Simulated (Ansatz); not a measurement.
Ansatz (a program for electronic structure) input (CCSD(T)/def2-TZVPPD):
A basis named .json is the Basis Set Exchange file of that set.

Ansatz 0.2 input:
```yaml
crystal:
  periodic: [false, false, false]
  atoms:
    - {symbol: Te, position_ang: [-0.00070909, 0.04327509, 0.00226130]}
    - {symbol: H, position_ang: [-1.16040669, -1.14501690, -0.04830027]}
    - {symbol: H, position_ang: [1.19727946, -1.10528797, -0.06928709]}
basis:
  gaussian:
    orbitals: def2-TZVPPD.json
magnetization: {spin_polarized: false}
correlation: {method: ccsd_t, electrons: outside_noble_gas}
```

End of the output:

```
integrals: 0.09 GiB planned
708 factors; integrals over basis functions are off by at most 5.6e-4 eV
mean field: 0.19 GiB planned
mean field evaluation 1: about -7296.3800 eV, gradient 8.4e0 eV
mean field evaluation 2: about -7296.3837 eV, gradient 8.4e0 eV
mean field evaluation 4: about -7296.8219 eV, gradient 1.7e0 eV
mean field evaluation 8: about -7296.8329 eV, gradient 5.5e-5 eV
mean field evaluation 16: about -7296.8317 eV, gradient 3.7e-1 eV
mean field -7296.83288032 eV, -268.1536623807 hartree, gradient 4.9e-6 eV, S^2 0.000000; 0 other end points of the search recorded, 0 dependent functions left out
9 core orbitals not correlated
reference -7296.83288032 eV, -268.1536623807 hartree; 4, 4 occupied and 80, 80 virtual orbitals, 708 factors
second order -4.03974740 eV of doubles, -0.00000000 eV of singles
coupled cluster: 0.22 GiB planned
cycle   1  -4.50718354 eV  change   -4.7e-1 eV  update   5.5e-2
cycle   2  -4.68162327 eV  change   -1.7e-1 eV  update   1.9e-2
cycle   3  -4.69221258 eV  change   -1.1e-2 eV  update   5.1e-3
cycle   4  -4.69162543 eV  change    5.9e-4 eV  update   1.7e-3
cycle   5  -4.69115671 eV  change    4.7e-4 eV  update   4.7e-4
cycle   6  -4.69114733 eV  change    9.4e-6 eV  update   1.4e-4
cycle   7  -4.69117210 eV  change   -2.5e-5 eV  update   4.0e-5
cycle   8  -4.69117226 eV  change   -1.6e-7 eV  update   1.1e-5
cycle   9  -4.69117037 eV  change    1.9e-6 eV  update   2.6e-6
perturbative correction -0.16340776 eV, -0.0060051245 hartree
Total energy: -7301.68745845 eV, -268.3320648366 hartree
```
